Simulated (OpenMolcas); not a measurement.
A calculation on Ti2+.

| Quantity | Value |
| --- | --- |
| Program | OpenMolcas 26.06 |
| Method | SS-CASPT2, IPEA 0.25 Eh, imaginary shift 0.1 Eh (closed shells correlated: 3s 3p) |
| Basis | ANO-RCC-VQZP [7s6p4d3f2g1h] |
| Scalar Hamiltonian | DKH2, point nucleus |
| Active space | 2 electrons in 10 orbitals (3d 4d) |
| State averaging | 2S+1 = 3 even, 10 roots; 2S+1 = 1 even, 15 roots |
| Spin-orbit coupling | state interaction with AMFI integrals over the reference wave functions, term energies averaged over their components |

Task: Which level of the active space comes out lowest?

Result: 3d2 3F2, with 100 % of that term; it is also the measured ground level.

Task: How high does 3d2 3P1 lie?

Result: 11140 cm-1 above the lowest level; measured 10604 cm-1 above the ground level, so the calculation is off by +5 %.

Task: How high does 3d2 3F4 lie?

Result: 455 cm-1 above the lowest level; measured 420 cm-1 above the ground level, so the calculation is off by +8 %.

Task: How high does 3d2 3P0 lie?

Result: 11070 cm-1 above the lowest level; measured 10538 cm-1 above the ground level, so the calculation is off by +5 %.

Measured values: Corliss and Sugar, J. Phys. Chem. Ref. Data 8, 1 (1979).

CASPT2 breaks the degeneracy within a term, and the mean is taken; among the terms shown or strongly mixed into the levels shown the widest spread is 630 cm-1 (3d2 3F). Active for correlation alone: 4d; no level in the range computed is led by a configuration that fills it, so any true level of that kind is missing. Computed and measured levels are paired by configuration, term and J; levels that our copy of the source lacks, or whose pairing is in doubt (as where it misses far off the trend of its configuration), stay unpaired and out of the deviations. Levels of configurations outside the active space are missing.
